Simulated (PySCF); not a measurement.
**Computed properties of (3S)-1,3-dimethylcyclobutene (C6H10), SMILES CC1=C[C@@H](C)C1**

(3S)-1,3-dimethylcyclobutene (C₆H₁₀), SMILES C1(C[C@H](C)C=1)C. The structure is a stationary point at PBE0-D3(BJ)/def2-SVP. Other conformers were not sampled. All values are computed for the isolated molecule unless a solvent is named; none is compared with measurement here.

**Structure.** All 42 harmonic modes at PBE0-D3(BJ)/def2-SVP (PySCF) are real, so it is a minimum. With heavy atoms numbered as in [CH3:1][C:2]1=[CH:3][C@@H:4]([CH3:5])[CH2:6]1, the shortest bond between them is C2–C3 at 1.344 Å and the longest C4–C6 at 1.561 Å.

**Vibrations.** The strongest infrared lines (harmonic, unscaled, degenerate partners summed) lie at 3050 cm⁻¹ (34 km/mol, H 93 %), 3054 cm⁻¹ (30 km/mol, H 93 %), 3044 cm⁻¹ (27 km/mol, H 97 %). The softest mode is at 125 cm⁻¹ and the zero-point energy is 89.6 kcal/mol.

**Electronic structure.** B3LYP/def2-TZVP (PySCF) places the frontier levels at -6.54 and 0.35 eV, a gap of 6.89 eV, and gives a dipole moment of 0.36 D and a mean polarisability of 71.8 bohr³. PBE/def2-TZVP (PySCF) at the same geometry gives -5.66 and -0.42 eV, so its gap is 1.65 eV narrower. An orbital gap is neither the optical nor the fundamental gap.

**Excitations.** TDA-CAM-B3LYP/def2-SVPD (PySCF) has S1 at 6.65 eV (186 nm, f = 0.007, weak); the most intense of the 10 singlets computed lies at 7.13 eV (f = 0.24). T1 (TDA) is at 4.23 eV, 2.42 eV under S1. TDA-PBE/def2-SVPD (PySCF) puts S1 at 5.86 eV. No vertical singlet excitation falls in the visible range (under 3.1 eV).

**NMR.** GIAO shifts at HF/pcSseg-1 (PySCF) (non-relativistic, atoms alike by connectivity averaged): ¹³C from 19.1 to 156.9 ppm against TMS; ¹H from 1.4 to 6.4 ppm against TMS.

**Solvation.** SMD-B3LYP/def2-SVP (PySCF) gives 1.7 kcal/mol in water, -4.1 kcal/mol in toluene, -4.2 kcal/mol in benzene (1 M in both phases, gas-phase geometry); of these solvents benzene holds the molecule best.
